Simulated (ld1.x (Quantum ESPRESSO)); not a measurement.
niobium: one change to a TM potential, before and after

```
Element                 : niobium
Generator               : ld1.x (Quantum ESPRESSO) 7.5
Type                    : norm-conserving Troullier–Martins (Kleinman–Bylander form)
Functional              : LDA (PZ)
Relativity              : fully relativistic
Frozen core             : [Ar] 3d10
Valence charge          : 13
Reference configuration : 4s2 4p6 4d3 5s2 5p0
Partial waves           : 4s (bound): rc 1.90 bohr; 4p (bound): rc 1.15 bohr; 4d (bound): rc 2.40 bohr
Local potential         : all-electron potential smoothed inside 1.80 bohr (lloc = -1)
Core correction         : none
```

Open shells are filled in proportion to 2j + 1 (rel_dist='average').

Occupied shells without a wave of their own: 5s. They enter only through the test configuration that unscreens the potential.

All-electron outer shells of the reference configuration (LDA (PZ), scalar-relativistic, ld1.x):

```tsv
shell	level (eV)	outermost node (bohr)	outermost maximum (bohr)
3p	-349.05	0.17	0.39
3d	-199.18	–	0.33
4s	-60.84	0.53	1.02
4p	-36.87	0.54	1.12
5s	-4.86	1.40	2.96
4d	-4.78	0.55	1.47
5p	-1.56	1.60	3.95
```

Change: wave 4s (bound): rc 1.90 bohr becomes 4s (bound): rc 1.74 bohr.

Cutoffs: the cutoffs (Ry, on a coarse ladder) from which the occupation-weighted sum of valence levels, in a spherical-Bessel basis at the reference potential, stays within 10 and 1 mRy of its value at 400 Ry; they do not see the model core or the augmentation charge, which bear on the density cutoff. Errors are all-electron minus pseudo energies relative to the spin-unpolarised reference configuration.

Q: What does the change do?

A: Both files keep a bound ghost (p); of the 7 tests that both files solve, the error grows in 0 and shrinks in 7 by more than 15 % and 0.3 meV (median size 186.0 → 22.0 meV); the range in which the s phases agree widens (upper end -0.4 → 4.7). Less of the atom is replaced, so other configurations are described better.

```tsv
quantity	base	changed
bound ghosts	p1/2	p1/2
largest miss of a reference level, eV	0.12	0.01
error for 4s2 4p6 4d4 5s1 5p0, meV [ΔE 0.56 eV]	-95	-6.4
error for 4s2 4p6 4d4 5s0 5p0, meV [ΔE 7.48 eV]	-258	-22
error for 4s2 4p6 4d3 5s0 5p0, meV [ΔE 21.75 eV]	-420	-52
error for 4s2 4p6 4d4 5s0.5 5p0, meV [ΔE 3.33 eV]	-166	-13
error for 4s2 4p6 4d4.5 5s0.5 5p0, meV [ΔE 1.14 eV]	-129	-7.5
error for 4s2 4p6 4d4 5s0 5p1, meV [ΔE 3.61 eV]	-253	-56
error for 4s2 4p6 4d3 5s1 5p1, meV [ΔE 3.38 eV]	-186	-67
s: phases at 2.60 bohr within 0.05 rad from the reference energy up to (Ry; the scan ends near 5)	-0.4	4.7
p1/2: phases at 2.60 bohr within 0.05 rad from the reference energy up to (Ry; the scan ends near 5)	0.2	0.2
p3/2: phases at 2.60 bohr within 0.05 rad from the reference energy up to (Ry; the scan ends near 5)	0.5	0.5
d3/2: phases at 2.60 bohr within 0.05 rad from the reference energy up to (Ry; the scan ends near 5)	2.3	2.3
d5/2: phases at 2.60 bohr within 0.05 rad from the reference energy up to (Ry; the scan ends near 5)	2.4	2.4
```

Base: The 5s level has no wave, so the channel is fitted at the deeper level alone: the likely source of the large errors. A true bound ghost makes a file unfit for plane-wave use even where its test errors are small: the radial tests pick states by their node count and pass the ghost by.
